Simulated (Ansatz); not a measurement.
Mulliken charges of C2H4BClS (`SB1CC1Cl`) from r2SCAN/def2-TZVPP in Ansatz (PBE0-D4/def2-TZVP geometry).

| atom | x (Å) | y (Å) | z (Å) | charge (e) |
| --- | --- | --- | --- | --- |
| S1 | -1.080 | 0.454 | 2.082 | -0.066 |
| B2 | -0.251 | -0.028 | 0.625 | 0.008 |
| C3 | 1.015 | -0.590 | -0.019 | -0.179 |
| C4 | -0.104 | -0.024 | -0.897 | 0.018 |
| Cl5 | 0.155 | 1.499 | -1.742 | -0.157 |
| H6 | -2.146 | 1.042 | 1.506 | 0.110 |
| H7 | 1.927 | -0.006 | 0.076 | 0.088 |
| H8 | 1.198 | -1.655 | -0.125 | 0.082 |
| H9 | -0.625 | -0.738 | -1.524 | 0.096 |

Task: By hand: the dipole of these point charges (1 e Å = 4.8032 D).

Result: Σ q r = (-0.167, -0.253, 0.144) e Å, of length 0.336 e Å = 1.61 D.

Task: How does the dipole of the full density compare? (An estimate is asked.)

Result: The calculation gave: (-0.142, -0.255, 0.145) e Å, 1.57 D; the point charges give 1.03 times that, at 4° from its direction.

Point charges leave out the atoms' own dipoles, such as those of lone pairs, and Mulliken's split depends on the basis, so the close match here is no proof of good charges.
